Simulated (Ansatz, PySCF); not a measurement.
Pair of molecules: CH3F (SMILES CF) (first 5 atoms) with C2H6 (SMILES CC); geometry from B3LYP-D3(BJ)/def2-TZVP, rigid monomers moved along the line of their centres of mass till F2···H12 is 3.76 Å.
(charge 0, multiplicity 1):
```xyz
13

C     -0.524     0.491     0.504
F     -0.423    -0.846     0.875
H      0.281     1.049     0.984
H     -0.436     0.560    -0.580
H     -1.491     0.873     0.831
C     -0.457     0.404     5.204
C      0.958    -0.167     5.186
H     -0.832     0.509     6.224
H     -1.146    -0.243     4.659
H     -0.493     1.392     4.739
H      1.660     0.489     5.705
H      1.315    -0.303     4.164
H      0.995    -1.143     5.674
```

Monomers are frozen at their geometry in the pair; levels with a basis set take the counterpoise correction.

Correlated levels freeze the cores.

Run with Ansatz (an electronic-structure program); PySCF for the dispersion terms. Each number belongs to the level named beside it.

PBE/def2-TZVPPD gives -0.9 kJ/mol for the interaction energy.

Where do these levels fall relative to PBE: PBE-D3(BJ)/def2-TZVPPD, r2SCAN/def2-TZVPPD, B3LYP/def2-TZVPPD, wB97M-V/def2-TZVPPD, MP2/aug-cc-pVDZ, CCSD(T)/aug-cc-pVDZ.

PBE-D3(BJ)/def2-TZVPPD -1.4; r2SCAN/def2-TZVPPD 0.1; B3LYP/def2-TZVPPD 1.2; wB97M-V/def2-TZVPPD -0.9; MP2/aug-cc-pVDZ -0.7; CCSD(T)/aug-cc-pVDZ -0.7 kJ/mol. 2 of 6 lie above PBE; the widest gap is to PBE-D3(BJ)/def2-TZVPPD.
